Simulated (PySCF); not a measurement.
# Computed structure and properties of [Eu(H2O)]3+

System: [Eu(H2O)]3+ (singlet in the valence; each metal's 4f electrons, 6 of them, lie in its core potential, out of spins and levels); start: template (C2v). Method: PySCF 2.14.0, RKS TPSS, Eu lcecp-1-SVP with ECP52, O def2-SVP, H def2-SVP; non-relativistic Hamiltonian with scalar-relativistic core potentials where named; density fitting; no spin-orbit coupling.

Input of the relaxation:

```python
mol = gto.M(atom='''
Eu     0.00000     0.00000    -0.26879
O      0.00000     0.00000     2.21621
H      0.77000    -0.00000     2.80621
H     -0.77000     0.00000     2.80621''',
    basis={'Eu': 'lcecp-1-SVP', 'O': 'def2-SVP', 'H': 'def2-SVP'},
    ecp={'Eu': 'lcecp-1-SVP'},
    charge=3, spin=0)
mf = dft.RKS(mol, xc='TPSS')
mf.grids.atom_grid = (50, 194)  # f atoms: unpruned, at least (60, 302)
mf = mf.density_fit()  # fitting sets: Eu AutoAux, O def2-universal-JKFIT, H def2-universal-JKFIT
mf.conv_tol = 1e-08; mf.max_cycle = 55
mf.kernel(dm0)  # dm0: converged density of the start geometry
# quasi-Newton relaxation in Cartesian coordinates to a largest gradient under 0.00045 Eh/bohr, steps kept in the point group
```

Run from Python with OMP_NUM_THREADS=2; the lines above give its settings. Where DIIS fails, smearing, a level shift and second-order steps follow.
It took 6.4 s on 2 threads of AMD EPYC 9R45 96-Core Processor (Zen 5), on a shared host, from the converged density of the start.

Course of the relaxation:

```
step  energy above end (eV)  largest force component within the symmetry (eV/Å)
   0                 0.3297                                               3.497
   1                 0.1460                                               1.455
   2                 0.0178                                               0.621
   3                 0.0045                                               0.523
   4                 0.0001                                               0.057
   5                 0.0000                                               0.004
```

Relaxed geometry (C2v):

```xyz
4

Eu    0.0000    0.0000   -0.0963
O     0.0000    0.0000    2.1291
H     0.7887    0.0000    2.7635
H    -0.7887    0.0000    2.7635
```

| contact | Å |
| --- | --- |
| Eu1–O2 (H2O) | 2.225 |

On the finer grid (75, 302):

The HOMO is -26.24 eV. The LUMO is -21.32 eV, the dipole about the centre of mass is 3.30 D and the set of Mulliken populations of Eu1 outside the core potential is s 2.04, p 6.04, d 0.36, f 0.02. The D3(BJ) dispersion energy (not in the energies) is -0.055 eV.

| atom | Mulliken (e) | Löwdin (e) | spin (e) |
| --- | --- | --- | --- |
| Eu1 | 2.53 | 2.43 | 0.00 |
| O2 | -0.28 | 0.06 | 0.00 |
| H3 | 0.37 | 0.25 | 0.00 |
| H4 | 0.37 | 0.25 | 0.00 |

The 4f levels lie in the core potential and are missing. Their spin isn't counted.

No frequency check is given for this geometry.

Taking off one H2O (charge 0, singlet; the rest: singlet) in vacuum, both parts rigid, costs 5.10 eV; the small basis without counterpoise inflates it. Parting with an electron moved from the ligand to the metal can be far cheaper, even downhill.

Rigid scan of H2O along the line from its metal:

| distance to O2 (Å) | energy (eV) |
| --- | --- |
| 1.93 | 0.873 |
| 2.03 | 0.332 |
| 2.13 | 0.071 |
| 2.23 | 0.000 |
| 2.33 | 0.053 |
| 2.43 | 0.185 |
| 2.63 | 0.567 |

One start shape was tried, so this needn't be the lowest isomer.

An lcecp potential fixes the number of 4f electrons, so in runs with it no electron can move into or out of that shell.
